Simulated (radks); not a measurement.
The hafnium ion Hf2+ inside a hard spherical wall (all orbitals vanish at R), configuration held at [Xe] 4f14 5d2 and not refilled when levels cross. All-electron calculation, scalar-relativistic Kohn-Sham, PBEsol, spin-polarised, spherical densities, point nucleus; open shells are filled with parallel spins first (spin-orbit coupling, left out, can overturn this in heavy ions). Program: a radial shooting solver on a logarithmic mesh with Libxc functionals. Eigenvalues in eV for spin up, with the zero of energy where the potential of the charges vanishes at infinity; a dash marks a level that is unbound or too diffuse for the functional's potential to be trusted. A positive occupied level is held by the wall or, in an anion where self-interaction has pushed it up, behind a barrier. The pressure on the wall is -dE/dV.

R (bohr)  E (hartree)  kinetic (hartree)    e(5s)    e(5p)    e(4f)  e(6s, empty)    e(5d)  e(6p, empty)  pressure (GPa)
free      -15072.8761          16516.150  -82.395  -51.086  -31.946       -17.963  -17.354       -12.234               0
20        -15072.8761          16516.150  -82.395  -51.086  -31.946       -17.963  -17.354       -12.234        < 0.0001
15        -15072.8761          16516.150  -82.395  -51.086  -31.946       -17.963  -17.354       -12.234        < 0.0001
12        -15072.8761          16516.150  -82.395  -51.086  -31.946       -17.963  -17.354       -12.234        < 0.0001
8         -15072.8760          16516.151  -82.386  -51.078  -31.938       -17.950  -17.346       -12.143         0.00698
7         -15072.8754          16516.156  -82.355  -51.048  -31.905       -17.894  -17.317       -11.911          0.0529
4         -15072.7811          16516.684  -80.575  -49.398  -29.990       -12.236  -14.925        -1.647            23.6
3.5       -15072.6457          16517.392  -79.149  -48.028  -28.356        -6.259  -12.559         7.222            81.7
2         -15065.7097          16549.461  -50.352  -14.374    4.262        119.08   37.681        157.31           11700
1.5       -15040.4038          16645.818   20.208   70.301   63.631        368.70   145.77        428.70          111000
